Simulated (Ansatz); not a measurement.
C3H10OSi (`CC(C)[SiH2]O`). The species carries charge 0 and has multiplicity 1. The geometry is a stationary point of PBE0-D4/def2-TZVP. It is one conformer, not always the lowest.

```xyz
15

C     0.277   -1.375   -0.843
C    -0.518   -0.179   -0.325
C    -1.004   -0.409    1.104
Si    0.465    1.413   -0.459
O     1.835    1.381    0.467
H     1.185   -1.528   -0.251
H    -0.313   -2.295   -0.781
H     0.582   -1.244   -1.884
H    -1.395   -0.034   -0.971
H    -0.161   -0.551    1.788
H    -1.600    0.429    1.477
H    -1.623   -1.310    1.170
H    -0.404    2.554   -0.044
H     0.936    1.617   -1.853
H     1.737    1.531    1.407
```

(1) What is the dipole moment at PBE/def2-TZVPP? (An estimate is asked.)

(2) And with r2SCAN, B3LYP, ωB97M-V? (Best estimate.)

(3) Give the Mulliken charges with PBE, B3LYP, r2SCAN in def2-TZVPP. (An estimate is asked.)

Results:

(1) Computed: 1.52 D, with components (-0.97, -0.47, 1.07) D in this frame, pointing from negative to positive charge.

(2) Ansatz gave: r2SCAN 1.55 D, B3LYP 1.55 D, ωB97M-V 1.55 D.

(3) Computed: 
```csv
atom,PBE,B3LYP,r2SCAN
C1,-0.27,-0.28,-0.17
C2,-0.04,-0.05,-0.01
C3,-0.29,-0.30,-0.19
Si4,0.40,0.49,0.50
O5,-0.37,-0.41,-0.43
H6,0.09,0.09,0.06
H7,0.07,0.08,0.04
H8,0.09,0.09,0.05
H9,0.05,0.05,0.01
H10,0.07,0.07,0.04
H11,0.09,0.09,0.06
H12,0.08,0.08,0.04
H13,-0.10,-0.11,-0.11
H14,-0.08,-0.09,-0.09
H15,0.18,0.18,0.20
```

B3LYP here is the variant with VWN-RPA as its local correlation; programs differ in this.
